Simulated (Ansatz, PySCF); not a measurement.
This Ansatz (a program for electronic structure) input computes a B3LYP/def2-TZVPD energy:

Ansatz 0.2 input:
```yaml
crystal:
  periodic: [false, false, false]
  atoms:
    - {symbol: Se, position_ang: [0.02331047, -0.00672351, 0.91429242]}
    - {symbol: Br, position_ang: [0.82293192, -1.59704815, -0.47712310]}
    - {symbol: Br, position_ang: [-0.84557638, 1.60357956, -0.41104668]}
basis:
  gaussian:
    orbitals: def2-TZVPD
hamiltonian:
  xc: {name: B3LYP}
total_charge: 1
magnetization: {spin_polarized: true, initial_magnetization: 1}
output: {forces: true}
```

Task: Write an input for the same energy in PySCF and say what it gives.

Result: 
```python
from pyscf import gto, scf, dft

mol = gto.M(
    atom='''
    Se    0.02331047   -0.00672351    0.91429242
    Br    0.82293192   -1.59704815   -0.47712310
    Br   -0.84557638    1.60357956   -0.41104668
    ''',
    basis='def2-tzvpd',
    charge=1,
    spin=1,
    verbose=4,
)

mf = dft.UKS(mol, xc='b3lyp').density_fit(auxbasis='def2-universal-jkfit')
mf.grids.level = 3
mf.conv_tol = 1e-9
mf.max_cycle = 100
mf.max_memory = 1500
mf.kernel()
if not mf.converged:
    mf = mf.newton()
    mf.kernel(mf.make_rdm1())
for _ in range(2):
    mo, _, stable, _ = mf.stability(return_status=True)
    if stable:
        break
    mf.kernel(mf.make_rdm1(mo, mf.mo_occ))
mf.analyze()
```
It gives -7549.65112 Eh, and Ansatz -7549.65110 Eh, a difference of 0.02 mEh, from the treatment of integrals and grids.
